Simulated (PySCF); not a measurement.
(H2B-mu-NHMe)2, C2H12B2N2.
Bonds: B1–N4, B1–N9, N4–C5, N4–B6, B6–N9, N9–C10. Hydrogens: H2, H3 on B1; H11 on N4; H12, H13, H14 on C5; H7, H8 on B6; H15 on N9; H16, H17, H18 on C10.

A GFN2-xTB structure was refined with PBE0-D3(BJ)/def2-SVP geometry optimisation, gas phase in PySCF. Its GFN2-xTB values:

| coordinate | GFN2-xTB |
| --- | --- |
| B1–H2 | 1.134 Å |
| B1–H3 | 1.110 Å |
| B1–N4 | 1.622 Å |
| N4–C5 | 1.368 Å |
| N4–H11 | 1.094 Å |
| C5–H12 | 1.134 Å |
| B1–N4–C5 | 122.9° |
| B1–N4–B6 | 89.2° |
| N4–B1–N9 | 87.8° |
| B1–N4–B6–N9 | -6° |
| N4–B1–N9–B6 | -7° |
| N4–B6–N9–B1 | 6° |
| N9–B1–N4–C5 | -115° |

Question: How do these coordinates change at the PBE0-D3(BJ)/def2-SVP level?

Answer: 
```tsv
coordinate	PBE0-D3(BJ)/def2-SVP (Å or °)	change
B1–H3	1.220	+0.110
N4–C5	1.458	+0.090
B1–H2	1.219	+0.085
N4–H11	1.016	-0.078
C5–H12	1.101	-0.033
B1–N4	1.595	-0.027
N4–B1–N9	93.3	+5.5
B1–N4–C5	118.4	-4.5
B1–N4–B6	86.6	-2.6
N4–B1–N9–B6	-4	+3
B1–N4–B6–N9	-4	+2
N4–B6–N9–B1	4	-2
N9–B1–N4–C5	-116	-1
```

The energy falls by 24.3 kcal/mol over 6 energy and gradient evaluations, the largest force component goes from 0.0851 to 3.5e-04 Eh/bohr, and the atoms move by 0.061 Å rms after alignment. The bond that changes most is B1–H3 (ends: boron bonded to 2 N and 2 H; hydrogen on boron), which lengthens by 0.110 Å. Bonds longer at the end by more than 0.005 Å: 8 of 18; shorter: 10. Among the dihedrals that turn most is H3–B1–N4–H11, from -141° to -129°. Rotational constants go from 6102, 2424, 2341 to 6242, 2326, 2294 MHz.

The run used 144 basis functions and 38 SCF cycles in all.

Stationary, but not proved a minimum. The numbers are those of one conformer.
